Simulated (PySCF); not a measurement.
**Radial density of Ir (iridium, neutral)**

wB97X, [Xe] 4f14 5d6 6s2 7s1, high-spin 6D determinant (an excited configuration). Computed with PySCF 2.14 in aug-cc-pwCVDZ-PP with ECP60MDF, with scalar relativity through the core potential. This is the valence pseudo-density: the core potential removes the inner electrons and smooths the orbitals near the nucleus.

```json
{"r (bohr)": "0.127", "4πr²ρ (e/bohr)": "4.382e-05", "4πr²(ρα − ρβ)": "0.0000"}
{"r (bohr)": "0.213", "4πr²ρ (e/bohr)": "0.0006543", "4πr²(ρα − ρβ)": "0.0001"}
{"r (bohr)": "0.359", "4πr²ρ (e/bohr)": "0.06584", "4πr²(ρα − ρβ)": "0.0055"}
{"r (bohr)": "0.604", "4πr²ρ (e/bohr)": "3.718", "4πr²(ρα − ρβ)": "0.2882"}
{"r (bohr)": "1.02", "4πr²ρ (e/bohr)": "13.89", "4πr²(ρα − ρβ)": "2.5369"}
{"r (bohr)": "1.71", "4πr²ρ (e/bohr)": "5.912", "4πr²(ρα − ρβ)": "2.3747"}
{"r (bohr)": "2.87", "4πr²ρ (e/bohr)": "1.367", "4πr²(ρα − ρβ)": "0.3334"}
{"r (bohr)": "4.83", "4πr²ρ (e/bohr)": "0.1604", "4πr²(ρα − ρβ)": "0.0675"}
{"r (bohr)": "8.13", "4πr²ρ (e/bohr)": "0.1730", "4πr²(ρα − ρβ)": "0.1729"}
{"r (bohr)": "13.7", "4πr²ρ (e/bohr)": "0.008818", "4πr²(ρα − ρβ)": "0.0088"}
```

Energies and moments cover only the electrons outside the core potential. Spin-orbit coupling, absent here, splits the open shell strongly. The outer electron is Rydberg-like, and this basis confines it to a smaller radius and binds it less than a complete one would.
